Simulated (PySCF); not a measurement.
Species: C4H13BN2.
Structure used (PBE0-D3(BJ)/def2-SVP), in Å, numbered top down from 1:
```
atom  x, y, z in Å
C1     2.2548    0.2148   -1.7242
N2     1.2652   -0.1877   -0.7581
C3     1.7091   -1.2551    0.0993
B4     0.0167    0.4902   -0.6947
N5    -1.1624    0.0640   -0.0241
C6    -1.4582   -1.2659    0.4397
C7    -2.2379    0.9948    0.2043
H8     1.9034    1.0934   -2.2808
H9     3.2152    0.4721   -1.2374
H10    2.4687   -0.5863   -2.4580
H11    1.0684   -1.3470    0.9845
H12    2.7347   -1.0506    0.4585
H13    1.7407   -2.2391   -0.4096
H14   -0.0494    1.5532   -1.2788
H15   -0.7535   -1.9976    0.0272
H16   -2.4702   -1.5664    0.1102
H17   -1.4439   -1.3540    1.5441
H18   -2.4245    1.1542    1.2840
H19   -3.1867    0.6351   -0.2385
H20   -1.9958    1.9683   -0.2416
```

Linear response at wB97X-D/def2-SVPD (PySCF, frozen core in the response, non-relativistic). Isolated species at its PBE0-D3(BJ)/def2-SVP geometry, gas phase.

Static isotropic polarisability: 84.07 au (12.46 Å³), principal values 66.2, 83.3, 102.7 au.

(1) What is the polarisability at 1064 nm and at the sodium D line?

(2) What is the isotropic C6 coefficient between two such molecules, C6 = (3/π)∫α(iω)² dω?

(3) Which effective excitation energy ω̄ makes London's formula C6 = (3/4)α²ω̄ exact here?

(4) What does −C6/R⁶ come to at R = 10 Å between centres?

(5) What three-body coefficient follows from the one-pole estimate C9 = (3/4)·α·C6?

(6) How many electrons N does the Slater–Kirkwood formula C6 = (3/4)·√N·α^(3/2) need to give this C6?

## Answers

(1) 84.79 au at 1064 nm (+0.9 %), 86.50 au at 589.3 nm (+2.9 %). The rise at 589.3 nm is 3.39 times that at 1064 nm; a pure ω² law gives 3.26. The lowest singlet lies at 211 nm, shorter than both wavelengths.

(2) 2971 au (Eh·bohr⁶) by a ten-point quadrature over imaginary frequencies, which is 1780 eV·Å⁶ or 171 J·nm⁶/mol.

(3) ω̄ = 4·C6/(3α²) = 0.561 Eh = 15.3 eV. A one-pole form α(ω) = α/(1 − ω²/ω̄²) fitted to the 1064 nm value gives 12.7 eV. London's choice of the ionisation energy (7.77 eV, ΔSCF at the same level) gives C6 = 1510 au, 49 % too low.

(4) -170 J/mol. This is the leading, orientation-averaged term; C8 and higher terms are left out.

(5) 187000 au. This is an estimate from the two numbers above, not a computed integral.

(6) N = (4·C6/3)²/α³ = 26.4; the species has 56 electrons in all.

Note: wB97X-D ran without an empirical dispersion term, which enters the total energy and its gradient alone.
